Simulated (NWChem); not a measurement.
Program: NWChem. System: CBr, charge 0, spin multiplicity 2, at a geometry optimised with UPBE0/def2-SVP. The structure started from a generated list of species. Its SCF solution wasn't tested for a lower state. Level: ROCCSDT/STO-3G, 10 core orbitals frozen.

Job file:

```
start mol
memory heap 100 mb stack 700 mb global 1900 mb
geometry units angstroms nocenter noautoz
  C      0.000000     0.000000     1.550585
  Br     0.000000     0.000000    -0.265815
  symmetry group C2v
end
basis spherical
  * library sto-3g
end
scf
  rohf
  nopen 1
  maxiter 100
  thresh 1e-7
  semidirect memsize 60000000 filesize 0
  # guess.movecs holds the orbitals of an unrestricted PBE0 run
  vectors input guess.movecs output mol.movecs
end
tce
  freeze core 10
  ccsdt
  2eorb
  2emet 13
  thresh 1e-6
  maxiter 100
  tilesize 24
end
task tce energy
```

Part of the output:

```
             Northwest Computational Chemistry Package (NWChem) 7.3.0
             --------------------------------------------------------

                                NWChem Input Module
                                -------------------

 Scaling coordinates for geometry "geometry" by  1.889725989
 (inverse scale =  0.529177249)

 Turning off AUTOSYM since
 SYMMETRY directive was detected!

                             Geometry "geometry" -> ""
                             -------------------------

 Output coordinates in angstroms (scale by  1.889725989 to convert to a.u.)

  No.       Tag          Charge          X              Y              Z
 ---- ---------------- ---------- -------------- -------------- --------------
    1 C                    6.0000     0.00000000     0.00000000     1.55058500
    2 Br                  35.0000     0.00000000     0.00000000    -0.26581500

 Effective nuclear repulsion energy (a.u.)      61.1799285895

            Nuclear Dipole moment (a.u.)
            ----------------------------
        X                 Y               Z
 ---------------- ---------------- ----------------
     0.0000000000     0.0000000000    -0.0000283459

      Symmetry information
      --------------------

 Group name             C2v
 Group number             16
 Group order               4
 No. of unique centers     2

      Symmetry unique atoms

     1    2


 Summary of "ao basis" -> "" (spherical)
 ------------------------------------------------------------------------------
       Tag                 Description            Shells   Functions and Types
 ---------------- ------------------------------  ------  ---------------------
 *                           sto-3g                   on all atoms

 Summary of "ao basis" -> "ao basis" (spherical)
 ------------------------------------------------------------------------------
       Tag                 Description            Shells   Functions and Types
 ---------------- ------------------------------  ------  ---------------------
 C                           sto-3g                  3        5   2s1p
 Br                          sto-3g                  8       18   4s3p1d

                                 NWChem SCF Module
                                 -----------------

  ao basis        = "ao basis"
  functions       =    23
  atoms           =     2
  closed shells   =    20
  open shells     =     1
  charge          =   0.00
  wavefunction    = ROHF
  use symmetry    = T
  symmetry adapt  = T

 Summary of "ao basis" -> "ao basis" (spherical)
 ------------------------------------------------------------------------------
       Tag                 Description            Shells   Functions and Types
 ---------------- ------------------------------  ------  ---------------------
 C                           sto-3g                  3        5   2s1p
 Br                          sto-3g                  8       18   4s3p1d

      Symmetry analysis of basis
      --------------------------

        a1         12
        a2          1
        b1          5
        b2          5

 Forming initial guess at       0.0s

      Symmetry analysis of molecular orbitals - initial
      -------------------------------------------------

  Numbering of irreducible representations:

     1 a1          2 a2          3 b1          4 b2

  Orbital symmetries:

     1 a1          2 a1          3 a1          4 b2          5 b1
     6 a1          7 a1          8 a1          9 b2         10 b1
    11 a1         12 b2         13 b1         14 a2         15 a1
    16 a1         17 a1         18 b1         19 b2         20 a1
    21 b1         22 b2         23 a1

 Starting SCF solution at       0.0s

 ----------------------------------------------
         Quadratically convergent ROHF

 Convergence threshold     :          1.000E-07
 Maximum no. of iterations :          100
 Final Fock-matrix accuracy:          1.000E-09
 ----------------------------------------------

              iter       energy          gnorm     gmax       time
             ----- ------------------- --------- --------- --------
                 1    -2581.8458653015  5.97D-01  3.31D-01      0.1
                 2    -2581.8961730018  2.52D-01  2.02D-01      0.1
                 3    -2581.9069593773  1.31D-01  6.86D-02      0.1
                 4    -2581.9084114115  4.47D-03  3.14D-03      0.1
                 5    -2581.9084201447  2.17D-05  1.72D-05      0.1
                 6    -2581.9084201449  3.50D-09  2.32D-09      0.1

       Final ROHF results
       ------------------

         Total SCF energy =  -2581.908420144867
      One-electron energy =  -3733.400342996191
      Two-electron energy =   1090.311994261841
 Nuclear repulsion energy =     61.179928589483

        Time for solution =      0.1s

       Symmetry analysis of molecular orbitals - final
       -----------------------------------------------

  Numbering of irreducible representations:

     1 a1          2 a2          3 b1          4 b2

  Orbital symmetries:

     1 a1          2 a1          3 a1          4 b2          5 b1
     6 a1          7 a1          8 a1          9 b2         10 b1
    11 a1         12 b2         13 b1         14 a2         15 a1
    16 a1         17 a1         18 b1         19 b2         20 a1
    21 b1         22 b2         23 a1

             Final eigenvalues
             -----------------

              1
    1 -484.5115
    2  -63.2377
    3  -57.7873
    4  -57.7858
    5  -57.7855
    6  -11.0182
    7   -9.1831
    8   -6.9334
    9   -6.9236
   10   -6.9215
   11   -2.2902
   12   -2.2869
   13   -2.2850
   14   -2.2761
   15   -2.2760
   16   -0.9694
   17   -0.6405
   18   -0.3780
   19   -0.3723
   20   -0.3584
   21   -0.0163
   22    0.2139
   23    0.4355

                       ROHF Final Molecular Orbital Analysis
                       -------------------------------------

 Vector   19  Occ=2.000000D+00  E=-3.723009D-01  Symmetry=b2
              MO Center= -4.2D-18, -1.9D-18, -1.3D-01, r^2= 1.3D+00
   Bfn.  Coefficient  Atom+Function         Bfn.  Coefficient  Atom+Function
  ----- ------------  ---------------      ----- ------------  ---------------
    17      0.972611  2 Br py                13     -0.287914  2 Br py
     4      0.219966  1 C  py

 Vector   20  Occ=2.000000D+00  E=-3.583609D-01  Symmetry=a1
              MO Center= -1.1D-18, -4.1D-18,  9.5D-01, r^2= 2.2D+00
   Bfn.  Coefficient  Atom+Function         Bfn.  Coefficient  Atom+Function
  ----- ------------  ---------------      ----- ------------  ---------------
    18      0.651077  2 Br pz                 2     -0.560623  1 C  s
     5     -0.540186  1 C  pz                14     -0.199428  2 Br pz

 Vector   21  Occ=1.000000D+00  E=-1.627413D-02  Symmetry=b1
              MO Center=  2.9D-18,  9.9D-18,  1.5D+00, r^2= 9.3D-01
   Bfn.  Coefficient  Atom+Function         Bfn.  Coefficient  Atom+Function
  ----- ------------  ---------------      ----- ------------  ---------------
     3      0.994907  1 C  px                16     -0.299967  2 Br px

 Vector   22  Occ=0.000000D+00  E= 2.139217D-01  Symmetry=b2
              MO Center=  2.2D-18,  9.4D-18,  1.4D+00, r^2= 1.0D+00
   Bfn.  Coefficient  Atom+Function         Bfn.  Coefficient  Atom+Function
  ----- ------------  ---------------      ----- ------------  ---------------
     4      0.984187  1 C  py                17     -0.354643  2 Br py

 Vector   23  Occ=0.000000D+00  E= 4.355078D-01  Symmetry=a1
              MO Center=  1.6D-18,  1.8D-17,  7.8D-01, r^2= 1.4D+00
   Bfn.  Coefficient  Atom+Function         Bfn.  Coefficient  Atom+Function
  ----- ------------  ---------------      ----- ------------  ---------------
     5      0.990108  1 C  pz                18      0.917713  2 Br pz
     2     -0.519585  1 C  s                 15      0.482605  2 Br s
    14     -0.216460  2 Br pz

 center of mass
 --------------
 x =   0.00000000 y =   0.00000000 z =  -0.05419362

 moments of inertia (a.u.)
 ------------------
         122.926320010279           0.000000000000           0.000000000000
           0.000000000000         122.926320010279           0.000000000000
           0.000000000000           0.000000000000           0.000000000000

  Mulliken analysis of the total density
  --------------------------------------

    Atom       Charge   Shell Charges
 -----------   ------   -------------------------------------------------------
    1 C    6     5.99   2.00  1.90  2.09
    2 Br  35    35.01   2.00  2.00  6.00  2.00  5.99  1.94  5.09 10.00

 Mulliken analysis of the open-shell density
 -------------------------------------------

    Atom       Charge   Shell Charges
 -----------   ------   -------------------------------------------------------
    1 C    6     0.95   0.00  0.00  0.95
    2 Br  35     0.05   0.00  0.00  0.00 -0.00  0.00  0.00  0.05  0.00

       Multipole analysis of the density wrt the origin
       ------------------------------------------------

     L   x y z        total         open         nuclear
     -   - - -        -----         ----         -------
     0   0 0 0     -0.000000     -1.000000     41.000000

     1   1 0 0      0.000000     -0.000000      0.000000
     1   0 1 0      0.000000     -0.000000      0.000000
     1   0 0 1     -0.046941     -2.757192     -0.000028

     2   2 0 0    -16.121383     -1.533670      0.000000
     2   1 1 0     -0.000000     -0.000000      0.000000
     2   1 0 1     -0.000000      0.000000      0.000000
     2   0 2 0    -15.072654     -0.511223      0.000000
     2   0 1 1      0.000000      0.000000      0.000000
     2   0 0 2    -17.696237     -8.877758     60.347057

                   NWChem Extensible Many-Electron Theory Module
                   ---------------------------------------------


            General Information
            -------------------
      Number of processors :     1
         Wavefunction type : Restricted open-shell Hartree-Fock
          No. of electrons :    41
           Alpha electrons :    21
            Beta electrons :    20
           No. of orbitals :    46
            Alpha orbitals :    23
             Beta orbitals :    23
        Alpha frozen cores :    10
         Beta frozen cores :    10
     Alpha frozen virtuals :     0
      Beta frozen virtuals :     0
         Spin multiplicity : doublet
    Number of AO functions :    23
       Number of AO shells :    11
        Use of symmetry is : on
      Symmetry adaption is : on
         Schwarz screening : 0.10D-09

          Correlation Information
          -----------------------
          Calculation type : Coupled-cluster singles, doubles, & triples
   Perturbative correction : none
            Max iterations :      100
        Residual threshold : 0.10D-05
     T(0) DIIS level shift : 0.00D+00
     L(0) DIIS level shift : 0.00D+00
     T(1) DIIS level shift : 0.00D+00
     L(1) DIIS level shift : 0.00D+00
     T(R) DIIS level shift : 0.00D+00
     T(I) DIIS level shift : 0.00D+00
   CC-T/L Amplitude update :  5-th order DIIS
                I/O scheme : Global Array Library
        L-threshold :  0.10D-05
        EOM-threshold :  0.10D-05
 no EOMCCSD initial starts read in
 TCE RESTART OPTIONS
 SLICE:      F
 D4D5:       F
 quantumc:   F
 qrotation:  F
 pwtce:      F
 qducc:      F
 nacto:                         0
 nrotv:                         0
 nrot:                          0

            Memory Information
            ------------------
          Available GA space size is     249035742 doubles
          Available MA space size is     104856188 doubles

 Maximum block size supplied by input
 Maximum block size        24 doubles

 tile_dim =      5

 -------------------------------------------------

 Global array virtual files algorithm will be used

 Parallel file system coherency ......... OK

 4-electron integrals stored in orbital form

 v2    file size   =             2119
 4-index algorithm nr.  13 is used
 imaxsize =       30
 imaxsize ichop =        0
 IN MAPPING 1 for UCC(4),CCSDT,CCSDTQ


 CCSDT iterations
 --------------------------------------------------------
 Iter          Residuum       Correlation     Cpu    Wall
 --------------------------------------------------------
    1   0.2349942447219  -0.0395366097447     0.9     0.9
    2   0.1084166051485  -0.0457423420594     0.9     0.9
    3   0.1460303944101  -0.0559429780865     0.9     0.9
    4   0.1282355669063  -0.0536492612333     0.9     0.9
    5   0.1404422995449  -0.0593600910245     0.9     0.9
    6   0.0069373717498  -0.0583852833264     0.9     0.9
    7   0.0031549965914  -0.0584698364282     0.9     0.9
    8   0.0022266298921  -0.0585117428462     0.9     0.9
    9   0.0013596404425  -0.0585325699127     0.9     0.9
   10   0.0010314214102  -0.0585556241641     0.9     0.9
   11   0.0002745504477  -0.0585873363492     0.9     0.9
   12   0.0001199045759  -0.0585926858323     0.9     0.9
   13   0.0001387610350  -0.0586016886177     0.9     0.9
   14   0.0001090421485  -0.0586000891496     0.9     0.9
   15   0.0001248128337  -0.0586052831139     0.9     0.9
   16   0.0000169991844  -0.0586052933190     0.9     0.9
   17   0.0000075875231  -0.0586051246595     0.9     0.9
   18   0.0000055978206  -0.0586050303413     0.9     0.9
   19   0.0000033873466  -0.0586050140821     0.9     0.9
   20   0.0000026884082  -0.0586050249442     0.9     0.9
   21   0.0000009208637  -0.0586050204899     0.9     0.9
 --------------------------------------------------------
 Iterations converged
 CCSDT correlation energy / hartree =        -0.058605020489921
 CCSDT total energy / hartree       =     -2581.967025165356972

 Singles contributions

 Doubles contributions

 Task  times  cpu:       19.8s     wall:       19.8s

 Total times  cpu:       19.8s     wall:       19.8s
```
